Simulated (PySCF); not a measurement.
Correlation energy of I⁺ (iodine, charge +1)

[Kr] 4d10 5s2 5p4, high-spin 3P determinant. Calculation: PySCF 2.14, in aug-cc-pwCVTZ-PP with ECP28MDF (8s7p6d4f1g, 96 functions); scalar relativity through the core potential. Frozen: 4s2 4p6 4d10; 6 electrons correlated.

| level | correlation energy (mhartree) |
| --- | --- |
| CCSD | -109.93 |
| (T) | -3.24 |
| CCSD(T) | -113.17 |

Diagnostics: T1 = 0.0079, D1 = 0.0234, largest double amplitude 0.033.

Cost of the coupled-cluster step: about 19 core-seconds, for 6 correlated electrons.
